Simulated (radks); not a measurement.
Question: Tc+, configuration [Kr] 4d5 5s1. All-electron calculation, Dirac Kohn-Sham, PBE, spin-unpolarised, spherical densities, point nucleus; open shells fill j = l - 1/2 first. Program: a radial shooting solver on a logarithmic mesh with Libxc functionals. Some entries of the table are withheld. Estimate them.

| orbital | occ. | eigenvalue (eV) | r(max) (bohr) | <r^2> (bohr^2) |
|---|---|---|---|---|
| 1s1/2 | 2 | -20865.67 | 0.02228 | 0.001586 |
| 2s1/2 | 2 | -2982.580 | (1) | 0.02632 |
| 2p1/2 | 2 | -2750.800 | 0.09814 | 0.01983 |
| 2p3/2 | 4 | -2632.545 | 0.1020 | 0.02119 |
| 3s1/2 | 2 | -525.6607 | 0.3725 | (2) |
| 3p1/2 | 2 | -436.5999 | 0.3595 | 0.1949 |
| 3p3/2 | 4 | -416.8259 | 0.3689 | 0.2049 |
| 3d3/2 | 4 | -259.3254 | 0.3099 | (3) |
| 3d5/2 | 6 | -255.5247 | 0.3126 | (4) |
| 4s1/2 | 2 | -80.7847 | 0.9498 | 1.269 |
| 4p1/2 | 2 | (5) | (6) | 1.522 |
| 4p3/2 | 4 | (7) | (8) | 1.603 |
| 4d3/2 | 4 | -14.1971 | 1.262 | 3.347 |
| 4d5/2 | 1 | -13.9028 | 1.274 | 3.425 |
| 5s1/2 | 1 | -11.3701 | 2.622 | 10.47 |

Answer: 
(1) 2s1/2 r(max) (bohr): 0.1263
(2) 3s1/2 <r^2> (bohr^2): 0.1975
(3) 3d3/2 <r^2> (bohr^2): 0.1892
(4) 3d5/2 <r^2> (bohr^2): 0.1924
(5) 4p1/2 eigenvalue (eV): -54.8058
(6) 4p1/2 r(max) (bohr): 1.007
(7) 4p3/2 eigenvalue (eV): -51.8649
(8) 4p3/2 r(max) (bohr): 1.032
